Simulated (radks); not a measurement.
Values are calculated unless marked as measured or tabulated.
Ionisation of Mg+, [Ne] 3s1, to Mg2+, [Ne], under several functionals. Non-relativistic Kohn-Sham, spin-polarised, spherical densities, point nucleus; open shells are filled with parallel spins first; a radial shooting solver on a logarithmic mesh with Libxc functionals.

| functional | E(Mg+) (hartree) | Exc (hartree) | IE (eV) | -e(HOMO) (eV) | <r> HOMO (bohr) | IE error (eV) |
|---|---|---|---|---|---|---|
| Wu-Cohen GGA | -199.48474 | -15.93628 | 15.196 | 11.895 | 2.768 | +0.161 |
| OLYP | -199.80290 | -16.28051 | 15.241 | 11.693 | 2.786 | +0.206 |
| PBEsol | -199.24075 | -15.67982 | 15.174 | 11.868 | 2.771 | +0.139 |
| LDA (Slater exchange, Perdew-Wang correlation) | -198.85138 | -15.27274 | 15.349 | 11.981 | 2.754 | +0.313 |
| MS2 meta-GGA | -199.80666 | -16.28061 | 15.185 | 12.092 | 2.792 | +0.150 |
| PW91 | -199.77876 | -16.23992 | 15.378 | 11.953 | 2.769 | +0.343 |
| SOGGA | -199.16267 | -15.60028 | 15.115 | 11.782 | 2.780 | +0.080 |
| exchange-only PBE | -199.29372 | -15.73721 | 15.114 | 11.564 | 2.797 | +0.079 |
| AM05 | -198.96055 | -15.38816 | 15.139 | 11.859 | 2.772 | +0.104 |
| TPSS | -199.81533 | -16.28226 | 15.081 | 11.848 | 2.788 | +0.046 |
| BP86 | -199.81150 | -16.27308 | 15.253 | 12.012 | 2.763 | +0.218 |
| RPBE | -199.78442 | -16.24500 | 15.305 | 11.851 | 2.788 | +0.270 |

NIST Atomic Spectra Database: 15.035 eV (measured). Closest: TPSS. The Delta-SCF values span 0.30 eV, the total energies 0.96 hartree. The highest occupied level is 3s.
